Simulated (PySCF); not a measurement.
CBrF2, charge +1, multiplicity 1. Atoms are numbered in the order given.

```xyz
4

F      0.0000     1.0702    -1.5307
C      0.0000     0.0000    -0.8573
F      0.0000    -1.0702    -1.5307
Br     0.0000     0.0000     0.9342
```
Charge +1, spin multiplicity 1.

Coordinates come from a PBE-D3(BJ)/def2-SVP optimisation. The spin state was assumed, not searched. The isomer is the one that the SMILES or the coordinates give; other isomers of the formula were not compared.

Method: PBE0/def2-TZVPD in PySCF.

ESP charges are fitted to the potential on shells at 1.4 to 2.0 van der Waals radii. Atomic charges (e):

```tsv
atom	ESP fit	IAO
F1	0.14	-0.08
C2	0.23	0.67
F3	0.14	-0.08
Br4	0.50	0.49
```
